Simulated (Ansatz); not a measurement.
Relaxation of Cr5O15 with RKS r2SCAN-D4/def2-SVP.

```sh
$ ansatz run in.yaml --threads 2 --pin off --events-out ev --progress --plain --max-ram 22528MiB --backend cuda --devices 0, --max-vram 18GiB
```

```yaml
crystal:
  periodic: [false, false, false]
  atoms:
    - {symbol: Cr, position_ang: [1.115710, -0.572590, -2.057090]}
    - {symbol: Cr, position_ang: [-1.408310, 1.281100, 1.471850]}
    - {symbol: Cr, position_ang: [-0.832100, -0.861180, 2.482460]}
    - {symbol: Cr, position_ang: [-0.720770, 2.772930, -0.428840]}
    - {symbol: Cr, position_ang: [1.602110, -1.605090, 0.162820]}
    - {symbol: O, position_ang: [0.316150, -2.061670, -1.181080]}
    - {symbol: O, position_ang: [-0.201770, 1.776370, -1.611410]}
    - {symbol: O, position_ang: [-0.143360, 4.159620, -0.220220]}
    - {symbol: O, position_ang: [1.709140, 0.987060, -2.370050]}
    - {symbol: O, position_ang: [0.849490, -2.260560, -2.393840]}
    - {symbol: O, position_ang: [2.514820, -0.995170, -0.967650]}
    - {symbol: O, position_ang: [-2.446370, -0.148370, 1.981650]}
    - {symbol: O, position_ang: [-2.005010, 2.423840, 0.509650]}
    - {symbol: O, position_ang: [-1.773350, -0.351410, 0.919640]}
    - {symbol: O, position_ang: [0.444010, -1.448170, 1.475000]}
    - {symbol: O, position_ang: [0.214700, -1.479680, -3.232390]}
    - {symbol: O, position_ang: [-0.936920, -1.545920, 3.831540]}
    - {symbol: O, position_ang: [0.429710, 1.063050, -2.591060]}
    - {symbol: O, position_ang: [1.491860, -2.149080, 1.747350]}
    - {symbol: O, position_ang: [-0.219730, 1.014920, 2.471670]}
basis:
  gaussian: {orbitals: def2-SVP}
hamiltonian: {xc: r2scan, dispersion: d4}
scf: {lower_state_search: "off"}
output: {orbitals: {seedname: orbitals}}
relax: {f_tol: 0.03, max_steps: 70}
```

Hardware: 2 threads of AMD EPYC 7R13 on a shared host and a share (18 GiB) of an NVIDIA H100 80GB HBM3. Wall time 3.1 min, peak host memory 1.1 GiB.

Positions (Å) and forces (eV/Å) at steps 1, 2, 3, 4, 5, 6, 7, 8, 9, 10, 11, 12, 13, 14 of 39:

```xyz
20
step=1 energy=-172742.0717 eV
Cr    1.116   -0.573   -2.057    1.125    2.354    1.280
Cr   -1.408    1.281    1.472   -0.532   -0.614    1.260
Cr   -0.832   -0.861    2.482    1.319    1.618    2.371
Cr   -0.721    2.773   -0.429    0.946    1.194   -1.110
Cr    1.602   -1.605    0.163    1.060   -1.353   -3.239
O     0.316   -2.062   -1.181   -3.493   -0.395    4.279
O    -0.202    1.776   -1.611   -0.527    0.165   -0.020
O    -0.143    4.160   -0.220    0.975    1.781    0.444
O     1.709    0.987   -2.370    5.250    2.553    0.082
O     0.849   -2.261   -2.394    3.796   -6.850   -2.139
O     2.515   -0.995   -0.968    3.230    1.254   -1.437
O    -2.446   -0.148    1.982   -6.143   -0.247    4.808
O    -2.005    2.424    0.510   -4.410    3.199   -0.316
O    -1.773   -0.351    0.920    1.533   -2.346   -7.730
O     0.444   -1.448    1.475   -4.277    1.695   -0.227
O     0.215   -1.480   -3.232   -3.400    0.951   -3.844
O    -0.937   -1.546    3.832   -0.360   -0.902    1.786
O     0.430    1.063   -2.591   -3.238   -0.228   -3.159
O     1.492   -2.149    1.747    3.775   -3.385    4.244
O    -0.220    1.015    2.472    3.372   -0.442    2.668
20
step=2 energy=-172745.4761 eV
Cr    1.146   -0.600   -2.104    0.597    1.503    0.765
Cr   -1.479    1.316    1.528   -0.291   -0.259    0.293
Cr   -0.841   -0.824    2.517    1.199    0.822    1.458
Cr   -0.802    2.877   -0.455    1.564    1.367    0.230
Cr    1.670   -1.668    0.136    0.291   -0.853   -2.016
O     0.333   -2.126   -1.184   -1.584    0.035    2.793
O    -0.271    1.824   -1.641   -0.935    0.918    0.316
O    -0.003    4.167   -0.088   -0.426   -0.709   -0.347
O     1.713    1.019   -2.432    2.543    1.168    0.046
O     0.918   -2.361   -2.430    1.892   -3.679   -1.626
O     2.591   -1.015   -1.016    1.453    0.640   -0.562
O    -2.533   -0.195    1.965   -3.050   -0.381    2.075
O    -2.085    2.552    0.581   -1.869    1.549    0.056
O    -1.785   -0.337    0.859    0.814   -0.835   -3.614
O     0.461   -1.469    1.488   -2.260    0.854   -0.132
O     0.225   -1.569   -3.288   -1.491    0.346   -1.848
O    -0.975   -1.524    3.876   -0.252   -0.042    0.483
O     0.378    1.055   -2.636   -1.346   -0.530   -1.564
O     1.573   -2.161    1.795    1.850   -1.425    2.074
O    -0.235    1.038    2.529    1.302   -0.489    1.120
20
step=3 energy=-172746.9917 eV
Cr    1.164   -0.624   -2.137   -0.062    0.701    0.408
Cr   -1.558    1.338    1.600   -0.646   -0.277   -0.303
Cr   -0.839   -0.777    2.537    0.497    0.085    0.253
Cr   -0.779    2.930   -0.368    0.319    0.378   -0.484
Cr    1.736   -1.749    0.097   -0.455   -0.133   -0.783
O     0.346   -2.185   -1.155    0.143    0.518    1.499
O    -0.382    1.927   -1.689   -0.687    1.136    1.344
O     0.089    4.181   -0.045   -0.305   -0.763   -0.200
O     1.697    1.057   -2.479    0.209   -0.173    0.114
O     0.983   -2.484   -2.465    0.222   -0.887   -1.535
O     2.658   -1.023   -1.060    0.078    0.058    0.101
O    -2.625   -0.287    1.889   -0.034   -0.149    0.182
O    -2.121    2.700    0.702    0.244    0.009    0.294
O    -1.764   -0.308    0.754    0.071    0.234   -0.354
O     0.466   -1.497    1.490   -0.479    0.252   -0.031
O     0.250   -1.670   -3.347    0.136   -0.130   -0.065
O    -1.031   -1.454    3.909   -0.134    0.412   -0.121
O     0.300    1.039   -2.672    0.431   -0.809   -0.837
O     1.667   -2.141    1.850    0.305   -0.176    0.201
O    -0.259    1.028    2.589    0.146   -0.286    0.319
20
step=4 energy=-172747.7172 eV
Cr    1.173   -0.671   -2.141   -0.581   -0.124   -0.142
Cr   -1.615    1.370    1.630   -0.248   -0.158   -0.311
Cr   -0.787   -0.698    2.540    0.022   -0.306    0.138
Cr   -0.875    2.997   -0.338    0.344   -0.814   -0.816
Cr    1.728   -1.823    0.061   -1.147   -0.456   -0.853
O     0.417   -2.249   -1.176    0.359    1.440    2.456
O    -0.516    1.982   -1.633   -1.361    2.398    2.287
O     0.113    4.146   -0.013   -0.057   -0.288   -0.232
O     1.673    1.035   -2.373   -0.693   -0.321    0.016
O     1.050   -2.580   -2.627    0.545    0.123   -2.604
O     2.681   -1.077   -1.067   -0.143   -0.001    0.153
O    -2.598   -0.341    1.820    0.862    0.091   -0.401
O    -2.164    2.808    0.835    0.266   -0.555    0.223
O    -1.691   -0.236    0.674   -0.386    0.384    0.656
O     0.460   -1.512    1.481    0.355   -0.012    0.202
O     0.344   -1.712   -3.459    0.556   -0.324    0.986
O    -1.042   -1.268    3.951   -0.054    0.303   -0.362
O     0.272    0.977   -2.635    1.949   -1.806   -0.902
O     1.669   -2.229    1.834   -0.417    0.386   -0.357
O    -0.293    1.081    2.634   -0.171    0.038   -0.138
20
step=5 energy=-172748.9538 eV
Cr    1.176   -0.717   -2.145   -0.983   -0.979   -0.990
Cr   -1.657    1.383    1.647   -0.002   -0.086   -0.176
Cr   -0.747   -0.647    2.541   -0.497   -0.628    0.537
Cr   -0.943    3.038   -0.301    0.300   -1.240   -1.119
Cr    1.706   -1.871    0.037   -1.569   -0.324   -0.815
O     0.467   -2.252   -1.155    0.564    1.676    2.903
O    -0.633    2.053   -1.576   -1.493    2.742    2.580
O     0.121    4.120    0.003    0.187   -0.004   -0.160
O     1.665    0.993   -2.296   -1.049   -0.255   -0.044
O     1.113   -2.645   -2.799    0.653    0.760   -2.731
O     2.686   -1.122   -1.066   -0.047   -0.141    0.235
O    -2.560   -0.380    1.776    1.252    0.335   -0.647
O    -2.189    2.871    0.943    0.121   -0.850    0.137
O    -1.644   -0.183    0.624   -0.607    0.362    1.053
O     0.457   -1.512    1.479    0.800   -0.111    0.302
O     0.410   -1.744   -3.538    0.717   -0.064    1.295
O    -1.054   -1.123    3.982    0.091    0.130   -0.761
O     0.288    0.904   -2.643    2.405   -2.252   -0.711
O     1.663   -2.280    1.817   -0.636    0.501   -0.432
O    -0.326    1.114    2.670   -0.206    0.428   -0.457
20
step=6 energy=-172750.0620 eV
Cr    1.181   -0.773   -2.155   -1.070   -1.487   -1.747
Cr   -1.679    1.397    1.660    0.123   -0.148   -0.007
Cr   -0.721   -0.612    2.543   -0.856   -0.689    0.967
Cr   -1.000    3.078   -0.260    0.165   -0.986   -0.915
Cr    1.683   -1.895    0.035   -1.204   -0.121   -0.366
O     0.485   -2.245   -1.119    0.431    1.155    1.564
O    -0.738    2.126   -1.523   -0.983    1.678    1.630
O     0.115    4.108    0.025    0.402    0.225   -0.010
O     1.653    0.938   -2.241   -0.772   -0.116   -0.033
O     1.186   -2.680   -2.976    0.580    0.816   -1.260
O     2.682   -1.168   -1.060    0.174   -0.138    0.340
O    -2.518   -0.395    1.744    1.178    0.429   -0.562
O    -2.209    2.906    1.027   -0.076   -0.800    0.071
O    -1.612   -0.140    0.605   -0.555    0.288    0.877
O     0.460   -1.504    1.487    0.892   -0.062    0.321
O     0.463   -1.764   -3.605    0.467    0.555    1.134
O    -1.061   -1.029    3.999    0.206   -0.057   -0.980
O     0.326    0.819   -2.683    1.566   -1.608   -0.139
O     1.648   -2.310    1.810   -0.575    0.399   -0.290
O    -0.345    1.143    2.687   -0.094    0.664   -0.594
20
step=7 energy=-172750.8611 eV
Cr    1.210   -0.851   -2.205   -1.444   -1.763   -1.792
Cr   -1.676    1.414    1.664   -0.089   -0.241   -0.043
Cr   -0.725   -0.589    2.562   -0.558   -0.356    0.782
Cr   -1.060    3.123   -0.214    0.283   -0.587   -0.872
Cr    1.656   -1.876    0.071   -1.178   -0.222   -0.982
O     0.466   -2.228   -1.091    0.894    1.108    0.756
O    -0.879    2.212   -1.498   -0.454    0.801    0.928
O     0.153    4.021    0.136    0.313    0.133    0.011
O     1.648    0.869   -2.260   -0.063    0.037    0.097
O     1.306   -2.668   -3.136    0.368    0.710   -0.255
O     2.672   -1.200   -1.032    0.407   -0.078    0.508
O    -2.489   -0.369    1.749    0.530    0.258   -0.085
O    -2.249    2.911    1.075   -0.276   -0.388    0.173
O    -1.618   -0.118    0.626   -0.168    0.236    0.081
O     0.463   -1.474    1.518    0.508    0.133    0.357
O     0.500   -1.768   -3.673    0.484    0.645    0.965
O    -1.049   -0.990    4.019    0.127   -0.087   -0.576
O     0.381    0.709   -2.777    0.437   -0.867    0.213
O     1.606   -2.309    1.827   -0.215    0.131   -0.007
O    -0.316    1.180    2.638    0.094    0.396   -0.257
20
step=8 energy=-172751.2645 eV
Cr    1.221   -0.894   -2.238   -1.081   -1.773   -1.570
Cr   -1.666    1.429    1.678   -0.204   -0.206   -0.164
Cr   -0.730   -0.573    2.589   -0.327   -0.201    0.542
Cr   -1.083    3.116   -0.212    0.808   -0.112   -0.630
Cr    1.623   -1.859    0.085   -0.689   -0.218   -0.916
O     0.458   -2.194   -1.088    0.646    0.918    0.280
O    -1.072    2.252   -1.536   -0.206    0.613    0.871
O     0.250    3.866    0.128   -0.457   -0.330   -0.203
O     1.616    0.842   -2.213    0.022   -0.024    0.123
O     1.435   -2.615   -3.252    0.321    0.646    0.266
O     2.667   -1.215   -1.005    0.423   -0.084    0.564
O    -2.472   -0.344    1.768    0.299    0.183   -0.018
O    -2.237    2.930    1.117   -0.203   -0.155    0.137
O    -1.623   -0.093    0.637   -0.100    0.180   -0.086
O     0.461   -1.451    1.545    0.277    0.214    0.386
O     0.554   -1.740   -3.721    0.271    0.579    0.577
O    -1.050   -0.969    4.042    0.088   -0.096   -0.289
O     0.377    0.640   -2.776    0.037   -0.397    0.191
O     1.564   -2.331    1.829   -0.073    0.037    0.026
O    -0.292    1.202    2.622    0.146    0.226   -0.087
20
step=9 energy=-172751.4219 eV
Cr    1.208   -0.933   -2.273   -0.162   -1.695   -0.182
Cr   -1.628    1.425    1.665   -0.150   -0.004    0.335
Cr   -0.757   -0.597    2.612    0.561    0.316   -0.023
Cr   -1.044    3.064   -0.222   -0.456   -0.526   -1.104
Cr    1.578   -1.796    0.113    0.064   -0.200   -0.885
O     0.410   -2.083   -1.047    0.096    0.602   -0.466
O    -1.160    2.228   -1.548    0.052    0.342    0.408
O     0.311    3.737    0.078    0.880    0.357    0.095
O     1.574    0.796   -2.189    0.747    0.382    0.474
O     1.550   -2.487   -3.342    0.711   -0.107    0.757
O     2.643   -1.219   -0.973    0.749   -0.033    0.278
O    -2.443   -0.284    1.815   -1.349   -0.465    0.758
O    -2.197    2.882    1.086   -0.749    0.856    0.368
O    -1.661   -0.090    0.688    0.559   -0.232   -1.684
O     0.470   -1.402    1.583   -0.470    0.564    0.434
O     0.567   -1.670   -3.718   -0.662    0.302   -0.999
O    -1.051   -1.039    4.038   -0.137   -0.238    0.775
O     0.382    0.569   -2.784   -1.244    0.441   -0.267
O     1.513   -2.305    1.825    0.549   -0.631    0.574
O    -0.266    1.204    2.591    0.411   -0.030    0.352
20
step=10 energy=-172751.8015 eV
Cr    1.189   -0.975   -2.323    0.393   -1.196    0.104
Cr   -1.636    1.438    1.681   -0.130    0.073    0.126
Cr   -0.754   -0.574    2.650    0.338    0.107   -0.019
Cr   -1.022    3.074   -0.207   -0.001   -0.174   -0.490
Cr    1.550   -1.798    0.094    0.305   -0.145    0.118
O     0.394   -2.053   -1.086   -0.173    0.523   -0.842
O    -1.224    2.289   -1.550    0.113    0.260    0.365
O     0.395    3.651    0.089    0.068   -0.044   -0.102
O     1.440    0.782   -2.149   -0.269   -0.100    0.047
O     1.744   -2.447   -3.363    0.098    0.353    0.620
O     2.643   -1.217   -0.954    0.312   -0.038    0.065
O    -2.455   -0.277    1.845   -0.600   -0.301    0.201
O    -2.178    2.924    1.126   -0.316    0.576    0.162
O    -1.688   -0.069    0.675    0.183   -0.090   -0.707
O     0.466   -1.382    1.607   -0.107    0.260    0.275
O     0.694   -1.711   -3.820   -0.256   -0.155   -0.822
O    -1.043   -1.004    4.086   -0.036   -0.096    0.427
O     0.258    0.477   -2.811   -0.310    0.481    0.163
O     1.487   -2.345    1.809    0.224   -0.246    0.140
O    -0.260    1.219    2.602    0.163   -0.048    0.167
20
step=11 energy=-172752.1081 eV
Cr    1.191   -1.033   -2.371    0.170   -0.521   -0.146
Cr   -1.656    1.467    1.700   -0.189    0.078   -0.198
Cr   -0.739   -0.545    2.677   -0.048    0.086    0.061
Cr   -1.019    3.099   -0.185    0.260    0.051    0.226
Cr    1.532   -1.822    0.077    0.399   -0.190    0.742
O     0.367   -2.001   -1.154   -0.071    0.488   -0.741
O    -1.297    2.341   -1.521    0.079    0.093    0.105
O     0.453    3.565    0.095   -0.444   -0.208   -0.201
O     1.283    0.741   -2.078   -0.759   -0.509   -0.183
O     1.930   -2.398   -3.365   -0.541    0.650    0.150
O     2.659   -1.255   -0.939   -0.157   -0.071   -0.050
O    -2.457   -0.282    1.839    0.154   -0.035   -0.118
O    -2.169    2.995    1.181    0.105    0.116    0.032
O    -1.704   -0.019    0.643   -0.032    0.090    0.045
O     0.481   -1.358    1.629    0.154    0.029    0.015
O     0.831   -1.758   -3.942    0.410   -0.346    0.005
O    -1.025   -0.965    4.123    0.068   -0.004    0.061
O     0.136    0.379   -2.805    0.514    0.251    0.374
O     1.462   -2.395    1.789   -0.026    0.073   -0.198
O    -0.261    1.244    2.606   -0.045   -0.120    0.019
20
step=12 energy=-172752.3075 eV
Cr    1.188   -1.092   -2.409   -0.061    0.282    0.069
Cr   -1.673    1.499    1.714   -0.303    0.064   -0.293
Cr   -0.722   -0.518    2.688   -0.157    0.291    0.076
Cr   -1.037    3.121   -0.151    0.333    0.033    0.174
Cr    1.525   -1.867    0.075    0.489   -0.318    0.617
O     0.337   -1.949   -1.208   -0.168    0.212   -0.562
O    -1.388    2.390   -1.486    0.047    0.115    0.144
O     0.464    3.524    0.079   -0.601   -0.246   -0.144
O     1.144    0.666   -1.965   -0.862   -0.804   -0.434
O     2.065   -2.346   -3.367   -0.745    0.404   -0.336
O     2.659   -1.326   -0.939   -0.209    0.067    0.177
O    -2.426   -0.282    1.802    0.377    0.104   -0.149
O    -2.163    3.057    1.243    0.249   -0.047   -0.001
O    -1.688    0.050    0.604    0.002    0.072    0.199
O     0.510   -1.334    1.644    0.243    0.098   -0.097
O     0.948   -1.791   -4.035    0.669   -0.366    0.522
O    -1.002   -0.945    4.138    0.074   -0.035   -0.035
O     0.087    0.310   -2.815    0.766    0.286    0.385
O     1.441   -2.435    1.778   -0.104    0.092   -0.294
O    -0.269    1.268    2.611   -0.040   -0.304   -0.018
20
step=13 energy=-172752.4200 eV
Cr    1.176   -1.116   -2.413    0.056    0.886   -0.075
Cr   -1.685    1.526    1.716   -0.046   -0.031   -0.411
Cr   -0.695   -0.488    2.687   -0.294   -0.003    0.012
Cr   -1.065    3.137   -0.130    0.199    0.053    0.240
Cr    1.531   -1.933    0.079   -0.452    0.052    0.085
O     0.306   -1.918   -1.245   -0.136   -0.533    0.178
O    -1.491    2.452   -1.466   -0.017    0.038    0.046
O     0.459    3.447    0.056   -0.353   -0.137   -0.076
O     1.001    0.598   -1.850   -0.496   -0.484   -0.839
O     2.134   -2.319   -3.347   -0.622    0.346   -0.303
O     2.648   -1.330   -0.907   -0.011    0.003    0.163
O    -2.368   -0.286    1.737    0.395    0.050   -0.157
O    -2.147    3.112    1.298    0.163   -0.102   -0.045
O    -1.621    0.111    0.558   -0.117    0.058    0.366
O     0.545   -1.317    1.643    0.308    0.113   -0.166
O     1.030   -1.826   -4.064    0.485   -0.212    0.603
O    -0.981   -0.939    4.134    0.129    0.044   -0.204
O     0.085    0.298   -2.864    0.778   -0.057    0.659
O     1.413   -2.485    1.765    0.005   -0.020   -0.113
O    -0.274    1.276    2.614    0.025   -0.063    0.037
20
step=14 energy=-172752.5242 eV
Cr    1.169   -1.097   -2.369    0.000    0.327   -0.014
Cr   -1.644    1.541    1.693   -0.081   -0.047   -0.271
Cr   -0.672   -0.476    2.665   -0.210    0.014    0.005
Cr   -1.088    3.164   -0.144    0.189   -0.047    0.031
Cr    1.496   -1.969    0.085   -0.349   -0.250   -0.059
O     0.310   -2.025   -1.264    0.113   -0.082    0.072
O    -1.601    2.523   -1.474    0.030    0.075    0.185
O     0.458    3.366   -0.010   -0.280   -0.053   -0.057
O     0.892    0.581   -1.781   -0.289   -0.402   -0.522
O     2.200   -2.226   -3.324   -0.274    0.144   -0.083
O     2.626   -1.330   -0.864   -0.026    0.136    0.214
O    -2.320   -0.276    1.694    0.224    0.044   -0.107
O    -2.104    3.139    1.325    0.095   -0.041   -0.029
O    -1.568    0.137    0.529   -0.052    0.018    0.191
O     0.555   -1.330    1.634    0.202    0.155   -0.061
O     1.092   -1.790   -4.031    0.139   -0.044    0.272
O    -0.960   -0.928    4.108    0.067   -0.017   -0.055
O     0.035    0.263   -2.828    0.388    0.093    0.399
O     1.362   -2.547    1.755    0.077   -0.027   -0.070
O    -0.238    1.277    2.601    0.039    0.006   -0.040
```

The structure holds 3 bonds between oxygen atoms, so isomers without such links may lie far lower. The restricted singlet is unstable towards broken spin symmetry at other levels; at r2SCAN-D4/def2-SVP this wasn't settled. The structure comes from a short search, and lower isomers may exist.
